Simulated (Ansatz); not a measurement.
System: sum formula H₄Si₂OCl₂ (charge 0, singlet). 
Geometry from a B3LYP-D3(BJ)/def2-TZVP (Ansatz, a quantum-chemistry and plane-wave program) optimisation:
```xyz
9

Si     2.3762    -0.5527    -0.3057
O      0.7609    -0.8680    -0.4549
Si    -0.7437    -0.3643    -0.1830
Cl    -1.0415    -0.1030     1.8291
Cl    -1.0625     1.4291    -1.1250
H      3.1010    -1.7003    -0.8856
H      2.7176    -0.3983     1.1240
H      2.7052     0.6871    -1.0399
H     -1.6992    -1.3497    -0.6872
```

Basis-set convergence of Hartree-Fock and MP2 correlation energies (hartree) with Ansatz. Correlated levels leave the core frozen unless marked. Spin-orbit coupling is left out. Non-relativistic.

| basis | functions | E(HF) | E(corr, MP2) |
|---|---|---|---|
| cc-pV(D+d)Z | 126 | -1574.28022 | -0.64758 |
| cc-pV(T+d)Z | 242 | -1574.37884 | -0.84966 |
| cc-pV(Q+d)Z | 431 | -1574.40072 | -0.92703 |

Extrapolating the two largest sets (X = 3 and 4) as X^-3: E(corr) = (64·(-0.92703) - 27·(-0.84966))/37 = -0.9835 Eh, an estimate of the basis-set limit. The largest set recovers 94.3 % of it, the smallest 65.8 %.
